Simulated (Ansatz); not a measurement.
Basis sets compared for the cluster CuAg₄⁺. Total charge 1; singlet. Geometry PBE-D4/def2-SVP. Ansatz on 4 threads of INTEL XEON PLATINUM 8581C on a shared host; times are rough, and most runs start from earlier orbitals.

| atom | x (Å) | y (Å) | z (Å) |
| --- | --- | --- | --- |
| Ag1 | -1.120 | -2.419 | 0.579 |
| Ag2 | 0.731 | -1.448 | 2.185 |
| Ag3 | -0.024 | 0.029 | -0.007 |
| Ag4 | 1.329 | 1.650 | -1.787 |
| Cu5 | -0.916 | 2.188 | -0.971 |

In the def2 sets Ag takes a core potential; there is no spin–orbit coupling. The structure comes from a short search, and lower isomers may exist.

| level | functions | energy (Eh) | HOMO (eV) | LUMO (eV) | wall time |
| --- | --- | --- | --- | --- | --- |
| PBE-D4/def2-SVP | 155 | -2227.8032 | -9.28 | -7.28 | 1.7 s |
| PBE0-D4/def2-SVP | 155 | -2227.7323 | -9.88 | -6.36 | 3.1 s |

Estimate the rows for PBE-D4/def2-TZVP (with forces), PBE0-D4/def2-TZVP.


```
                         level  functions  energy (Eh)  HOMO (eV)  LUMO (eV)  wall time
PBE-D4/def2-TZVP (with forces)        205   -2228.2040      -9.54      -7.38      2.7 s
             PBE0-D4/def2-TZVP        205   -2228.1181     -10.00      -6.43      5.5 s
```
